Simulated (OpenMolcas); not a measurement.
## Computed transition rates of As IV

| Property | Result |
| --- | --- |
| Program | OpenMolcas 26.06 |
| Method | MS-CASPT2, IPEA 0.25 Eh, imaginary shift 0.1 Eh (closed shells correlated: 3d) |
| Basis | ANO-RCC-VTZP [6s5p3d1f] |
| Scalar Hamiltonian | DKH2, point nucleus |
| Active space | 2 electrons in 4 orbitals (4s 4p) |
| State averaging | 2S+1 = 3 even, 3 roots; 2S+1 = 1 even, 7 roots; 2S+1 = 3 odd, 3 roots; 2S+1 = 1 odd, 3 roots |
| Spin-orbit coupling | state interaction with AMFI integrals over the reference wave functions, term energies averaged over their components |

Rates come from the transition moments of the reference wave functions (E1 and E2 in the length form). At fixed line strength A goes as λ^-3 for E1 and M1 and as λ^-5 for E2, so a rate at the computed wavelength can be rescaled to the measured one. Measured vacuum wavelengths follow from level energies in Moore, Atomic Energy Levels, vol. II, NSRDS-NBS 35 (1971 reprint of NBS Circular 467, 1952). Branching counts decays inside the model space alone, at computed energies, and the table is only a selection of the E1 lines, drawn from those between levels with measured partners whose computed energy lies within a factor of 1.5 of the measured one.

```json
{"Upper": "4p² ¹S₀", "Lower": "4s 4p ¹P°₁", "Type": "E1", "λ computed (nm)": "102.9", "λ measured (nm)": "100.3", "A computed (s-1)": "6.90e+09", "A rescaled (s-1)": "7.45e+09", "Branching %": "99.7"}
{"Upper": "4p² ³P₂", "Lower": "4s 4p ³P°₂", "Type": "E1", "λ computed (nm)": "95.92", "λ measured (nm)": "95.33", "A computed (s-1)": "2.96e+09", "A rescaled (s-1)": "3.02e+09", "Branching %": "67.3"}
{"Upper": "4p² ³P₁", "Lower": "4s 4p ³P°₂", "Type": "E1", "λ computed (nm)": "97.09", "λ measured (nm)": "98.06", "A computed (s-1)": "2.10e+09", "A rescaled (s-1)": "2.04e+09", "Branching %": "39.7"}
{"Upper": "4p² ³P₁", "Lower": "4s 4p ³P°₁", "Type": "E1", "λ computed (nm)": "95.06", "λ measured (nm)": "95.69", "A computed (s-1)": "1.34e+09", "A rescaled (s-1)": "1.31e+09", "Branching %": "25.4"}
{"Upper": "4p² ³P₂", "Lower": "4s 4p ³P°₁", "Type": "E1", "λ computed (nm)": "93.94", "λ measured (nm)": "93.08", "A computed (s-1)": "1.13e+09", "A rescaled (s-1)": "1.16e+09", "Branching %": "25.7"}
{"Upper": "4p² ³P₂", "Lower": "4s 4p ¹P°₁", "Type": "E1", "λ computed (nm)": "150.3", "λ measured (nm)": "138.2", "A computed (s-1)": "3.08e+08", "A rescaled (s-1)": "", "Branching %": "7.0"}
```

Spin-changing lines and M1 lines between different terms are not rescaled, since their strength hangs on the term gaps too.

The largest correction is for 4p² ¹S₀ → 4s 4p ¹P°₁ (E1): 6.90e+09 × (102.9 / 100.3)^3 = 7.45e+09 s-1, a factor of 1.08.

The computed rate and branching of 4p² ¹S₀ → 4s 4p ¹P°₁ give the upper level a radiative lifetime of 0.997 / 6.90e+09 s-1 = 1.44e-10 s, counting decays inside the model space alone. The rescaled rate gives about 1.3e-10 s.

No measured rate stands beside these. Rescaling mends the energy factor alone: line strengths can still be far off where a level mixes with configurations outside the active space, and weak or spin-changing lines hang on small mixing coefficients that depend on the term gaps too, so rescaling need not improve them.

Over all roots computed the reference weight is 0.93 to 0.99; the roots of lowest weight are the least certain, and an intruder state may touch them. The ¹D term of p² mixes with s d, which this space lacks. Measured partners are found by configuration, term and J. A level has none where our copy of the source lacks it or the pairing is in doubt (some pairs that miss far off the trend of their configuration count as doubtful). Only configurations of the active space appear.

° marks odd parity.
